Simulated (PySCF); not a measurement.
Compound: aminodimethylborane, C₂H₈BN.
Structure used (PBE0-D3(BJ)/def2-TZVP), in Å, numbered top down from 1:
```
atom  x, y, z in Å
C1     1.4064   -0.3582    0.4073
B2    -0.0255    0.1856    0.0292
C3    -1.2243   -0.8077   -0.2255
N4    -0.2344    1.5636   -0.0809
H5     1.3628   -0.9471    1.3298
H6     1.7743   -1.0438   -0.3636
H7     2.1599    0.4218    0.5456
H8    -1.3958   -1.4389    0.6530
H9    -2.1693   -0.3155   -0.4711
H10   -0.9857   -1.4969   -1.0427
H11   -1.1245    1.9671   -0.3178
H12    0.4916    2.2432    0.0685
```

All values: wB97X-D/pcSseg-2 (PySCF, non-relativistic), on one gas-phase PBE0-D3(BJ)/def2-TZVP geometry that isn't relaxed in the solvent. The solvent is an IEF-PCM continuum (cavity from Bondi-type radii × 1.2). The model holds no explicit solvent molecules, cavitation or dispersion.

Gas phase at wB97X-D/pcSseg-2: HOMO -10.01 eV, LUMO 2.18 eV, dipole 1.22 D.

Problem. What does the continuum do to the energy, the frontier levels and the dipole at wB97X-D/pcSseg-2 in chloroform?

Solution. 
| solvent | ε | E(solvent) − E(gas) (kcal/mol) | polarisation term (kcal/mol) | distortion of the solute (kcal/mol) | HOMO (eV) | LUMO (eV) | dipole (D) |
| --- | --- | --- | --- | --- | --- | --- | --- |
| chloroform | 4.711 | -2.02 | -2.16 | 0.14 | -9.91 | 2.31 | 1.46 |

The polarisation term is half the interaction of the solute with the surface charges that it induces; the rest is the cost of distorting the solute's density. The sum is the electrostatic part of solvation alone.

Problem. Which radius a makes the point-dipole formula ΔE = −[(ε − 1)/(2ε + 1)]·μ²/a³ give the value in chloroform, with the gas-phase dipole?

Solution. μ = 0.481 au and |ΔE| = 0.00322 Eh give a = 1.56 Å; the farthest nucleus lies 2.30 Å from the centroid of the nuclei, so such a sphere wouldn't even hold the nuclei. The formula assumes a rigid point dipole at the centre of a sphere.

Problem. Give the dipole vector in the frame of the coordinates (D, pointing from negative to positive charge), gas and chloroform.

Solution. Gas (-0.18, 1.21, -0.10), solvent (-0.22, 1.44, -0.12). Its length changes by +19 % and its direction by less than 1°.

The pairwise dispersion term of wB97X-D wasn't added to the energies; at a given geometry it leaves orbitals and properties as they are.
